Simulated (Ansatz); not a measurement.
Geometry optimisation, RKS PBE-D4/def2-SVP (Ansatz).

input.yaml

```yaml
crystal:
  periodic: [false, false, false]
  atoms:
    - { symbol: Si, position_ang: [-1.8488, -0.6674, 0.1937] }
    - { symbol: C, position_ang: [-0.2922, 0.1424, 0.7349] }
    - { symbol: C, position_ang: [0.9677, -0.4539, 0.158] }
    - { symbol: S, position_ang: [1.3709, -0.1118, -1.6065] }
    - { symbol: S, position_ang: [1.6043, 1.9012, -1.6713] }
    - { symbol: H, position_ang: [-3.024, -0.008, 0.9407] }
    - { symbol: H, position_ang: [-2.1076, -0.4028, -1.2623] }
    - { symbol: H, position_ang: [-1.834, -2.0644, 0.4513] }
    - { symbol: H, position_ang: [-0.2463, 0.0439, 1.8684] }
    - { symbol: H, position_ang: [-0.3206, 1.2272, 0.5837] }
    - { symbol: H, position_ang: [1.8523, -0.0731, 0.752] }
    - { symbol: H, position_ang: [1.0225, -1.5358, 0.3193] }
    - { symbol: H, position_ang: [1.98232, -0.51828, -2.77497] }
basis:
  gaussian: { orbitals: def2-SVP }
hamiltonian:
  xc: pbe
  dispersion: d4
relax:
  f_tol: 0.02
  max_steps: 50
output:
  orbitals: {}
```

Command:

```bash
$ ansatz run input.yaml --threads 2 --pin off --max-ram 3072MiB --backend cpu --events-out ev --progress --plain --runs-dir out
```

Q: Where does it end, and by what steps?

A: It converged. After 12 steps the energy has fallen by 2.207 eV; H13 moved furthest, 1.01 Å.

| step | energy less start (eV) | largest force component (eV/Å) | accepted |
| --- | --- | --- | --- |
| 0 | 0.0000 | 3.002 | yes |
| 1 | -1.1752 | 1.748 | yes |
| 2 | -1.7124 | 1.400 | yes |
| 3 | -1.9385 | 1.148 | yes |
| 4 | -2.1095 | 0.821 | yes |
| 5 | -2.1598 | 0.550 | yes |
| 6 | -2.1914 | 0.133 | yes |
| 7 | -2.2010 | 0.130 | yes |
| 8 | -2.2036 | 0.066 | yes |
| 9 | -2.2055 | 0.101 | yes |
| 10 | -2.2062 | 0.058 | yes |
| 11 | -2.2066 | 0.030 | yes |
| 12 | -2.2066 | 0.005 | yes |

```xyz
13
Properties=species:S:1:pos:R:3
Si -1.880 -0.545 0.139
C -0.196 0.088 0.773
C 1.043 -0.508 0.124
S 1.047 -0.112 -1.719
S 1.007 1.864 -1.934
H -2.970 0.037 0.995
H -2.106 -0.144 -1.291
H -1.930 -2.048 0.234
H -0.149 -0.096 1.868
H -0.171 1.193 0.635
H 1.979 -0.079 0.535
H 1.083 -1.618 0.175
H 2.368 -0.555 -1.847
```

Run time: 28 s on 2 threads of Intel(R) Xeon(R) Platinum 8488C (Sapphire Rapids) (shared host), peak memory 0.18 GiB.
